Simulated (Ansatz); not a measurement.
Computed with Ansatz on PBE0-D4/def2-TZVP structures; ΔE is electronic, products minus reactants. CCSD(T)/CBS is the MP2 limit (def2-TZVPP, def2-QZVPP) plus CCSD(T) − MP2 in def2-TZVPP, frozen cores. DFT in def2-TZVPP. B3LYP here is the variant with VWN-RPA as its local correlation; programs differ in this. Each species was taken in one conformer, which may not be the lowest.

Consider the redistribution: `BB(Cl)OC` + `COC[SiH2]F` → `COB(Cl)OC` + `BC[SiH2]F`.

Task: Is it downhill or uphill in electronic energy at CCSD(T)/CBS, and by how much? (Best estimate.)

Result: Ansatz gave: Downhill: ΔE = -274.9 kJ/mol.

Task: What do these levels give: r2SCAN-D4, B3LYP-D4, ωB97M-V, r2SCAN, PBE0, B3LYP, CCSD(T)/def2-TZVPP, MP2/def2-QZVPP, SCS-MP2/def2-QZVPP, HF/CBS(def2), MP2/CBS(def2), CCSD/CBS(def2)? (Estimate.)

Result: Ansatz gave: r2SCAN-D4 -273.3, B3LYP-D4 -265.9, ωB97M-V -276.7, r2SCAN -273.2, PBE0 -266.7, B3LYP -265.3, CCSD(T)/def2-TZVPP -273.7, MP2/def2-QZVPP -286.4, SCS-MP2/def2-QZVPP -279.2, HF/CBS(def2) -279.7, MP2/CBS(def2) -286.7, CCSD/CBS(def2) -276.0 kJ/mol.

Largest T1 diagnostic among the species: 0.013.

From PBE to PBE0 (25 % exact exchange), in def2-TZVPP and without D4, ΔE moves by −11.0 kJ/mol.
